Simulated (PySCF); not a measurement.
H₃BO₂, singlet, geometry from GFN2-xTB; HF/6-31+G* (PySCF).

Here is a job for PySCF.
```python
from pyscf import gto, scf, solvent

mol = gto.Mole()
mol.atom = '''
    B    -0.33169512   -0.26876305   -0.22808242
    H    -1.12792963   -0.94802686   -0.76364509
    O    -0.26213846    1.01332706   -0.60980555
    H     0.40272690    1.52262177   -0.14231393
    O     0.50626068   -0.71322713    0.74182176
    H     0.43070059   -1.63157908    0.99024152
'''
mol.basis = '6-31+g*'
mol.verbose = 4
mol.build()

mf = scf.RHF(mol)
mf.kernel()
mf.analyze()
```

It wrote (shortened):

```
PySCF version 2.14.0

[INPUT] verbose = 4
[INPUT] num. atoms = 6
[INPUT] num. electrons = 24
[INPUT] charge = 0
[INPUT] spin (= nelec alpha-beta = 2S) = 0
[INPUT] symmetry False subgroup None
[INPUT] Mole.unit = angstrom
[INPUT] Symbol           X                Y                Z      unit          X                Y                Z       unit  Magmom
[INPUT]  1 B     -0.331695120000  -0.268763050000  -0.228082420000 AA   -0.626812933655  -0.507888556903  -0.431013307628 Bohr   0.0
[INPUT]  2 H     -1.127929630000  -0.948026860000  -0.763645090000 AA   -2.131478088482  -1.791511124131  -1.443080076469 Bohr   0.0
[INPUT]  3 O     -0.262138460000   1.013327060000  -0.609805550000 AA   -0.495369896115   1.914910618011  -1.152365478740 Bohr   0.0
[INPUT]  4 H      0.402726900000   1.522621770000  -0.142313930000 AA    0.761043543995   2.877338136600  -0.268934351411 Bohr   0.0
[INPUT]  5 O      0.506260680000  -0.713227130000   0.741821760000 AA    0.956694032836  -1.347803940310   1.401839959643 Bohr   0.0
[INPUT]  6 H      0.430700590000  -1.631579080000   0.990241520000 AA    0.813906156789  -3.083237611770   1.871285269973 Bohr   0.0

nuclear repulsion = 67.2947230886856
number of shells = 30
number of NR pGTOs = 105
number of NR cGTOs = 60
basis = 6-31+g*
ecp = {}

******** <class 'pyscf.scf.hf.RHF'> ********
method = RHF
initial guess = minao
damping factor = 0
level_shift factor = 0
DIIS = <class 'pyscf.scf.diis.CDIIS'>
diis_start_cycle = 1
diis_space = 8
diis_damp = 0
SCF conv_tol = 1e-09
SCF conv_tol_grad = None
SCF max_cycles = 50
direct_scf = True
direct_scf_tol = 1e-13
Set gradient conv threshold to 3.16228e-05
Initial guess from minao.
init E= -176.568987229447
  HOMO = -0.428515950657269  LUMO = 0.0380557590887682  gap/eV = 12.69606
cycle= 1 E= -176.184802796663  delta_E= 0.384  |g|= 0.579  |ddm|= 1.98
  HOMO = -0.442899761951973  LUMO = 0.054978352385866  gap/eV = 13.54795
cycle= 2 E= -176.242086139025  delta_E= -0.0573  |g|= 0.303  |ddm|= 0.584
  HOMO = -0.507942460841875  LUMO = 0.0562964787833655  gap/eV = 15.35372
cycle= 3 E= -176.258848797479  delta_E= -0.0168  |g|= 0.0463  |ddm|= 0.203
  HOMO = -0.503009894052902  LUMO = 0.0577986982729586  gap/eV = 15.26038
cycle= 4 E= -176.259510056311  delta_E= -0.000661  |g|= 0.00643  |ddm|= 0.0614
  HOMO = -0.504222259844566  LUMO = 0.0576066513467128  gap/eV = 15.28814
cycle= 5 E= -176.259529949185  delta_E= -1.99e-05  |g|= 0.00114  |ddm|= 0.0157
  HOMO = -0.504138869594331  LUMO = 0.0576099470900733  gap/eV = 15.28596
cycle= 6 E= -176.25953064961  delta_E= -7e-07  |g|= 0.000305  |ddm|= 0.00362
  HOMO = -0.504211410128435  LUMO = 0.0576092594721125  gap/eV = 15.28792
cycle= 7 E= -176.259530689071  delta_E= -3.95e-08  |g|= 0.0001  |ddm|= 0.000631
  HOMO = -0.504203109895969  LUMO = 0.0576111862135669  gap/eV = 15.28775
cycle= 8 E= -176.259530693035  delta_E= -3.96e-09  |g|= 3.95e-05  |ddm|= 0.000156
  HOMO = -0.504202634105443  LUMO = 0.0576110019858929  gap/eV = 15.28773
cycle= 9 E= -176.259530693529  delta_E= -4.94e-10  |g|= 7.57e-06  |ddm|= 4.46e-05
  HOMO = -0.504203089394249  LUMO = 0.0576110477527401  gap/eV = 15.28774
Extra cycle  E= -176.259530693553  delta_E= -2.39e-11  |g|= 3.52e-06  |ddm|= 1.45e-05
converged SCF energy = -176.259530693553
**** SCF Summaries ****
Total Energy =                        -176.259530693552847
Nuclear Repulsion Energy =              67.294723088685558
One-electron Energy =                 -375.352329675996202
Two-electron Energy =                  131.798075893757783
Two-electron Coulomb Energy =          153.336212219574747
DFT Exchange-Correlation Energy =      -21.538136325816964
HOMO-LUMO gap [eV] =                    15.287741357399948
**** MO energy ****
MO #1   energy= -20.5855469288815  occ= 2
MO #2   energy= -20.5758562112248  occ= 2
MO #3   energy= -7.63850146463832  occ= 2
MO #4   energy= -1.39650353820972  occ= 2
MO #5   energy= -1.3556102374958   occ= 2
MO #6   energy= -0.787278035422007 occ= 2
MO #7   energy= -0.748463207868331 occ= 2
MO #8   energy= -0.636928793247584 occ= 2
MO #9   energy= -0.577815967486738 occ= 2
MO #10  energy= -0.565908950684777 occ= 2
MO #11  energy= -0.505473731205575 occ= 2
MO #12  energy= -0.504203089394249 occ= 2
MO #13  energy= 0.0576110477527401 occ= 0
MO #14  energy= 0.0693261784214596 occ= 0
MO #15  energy= 0.0748296875530099 occ= 0
MO #16  energy= 0.0860565745205242 occ= 0
MO #17  energy= 0.21945875008356   occ= 0
MO #18  energy= 0.231835237696908  occ= 0
MO #19  energy= 0.236813573875756  occ= 0
MO #20  energy= 0.273397504138957  occ= 0
 ** Mulliken pop on meta-lowdin orthogonal AOs  **
 ** Mulliken pop  **
 ** Mulliken atomic charges  **
charge of    0B =      0.47818
charge of    1H =     -0.03824
charge of    2O =     -0.55942
charge of    3H =      0.34694
charge of    4O =     -0.58263
charge of    5H =      0.35518
Dipole moment(X, Y, Z, Debye):  0.60929, -1.32277,  1.05554
```
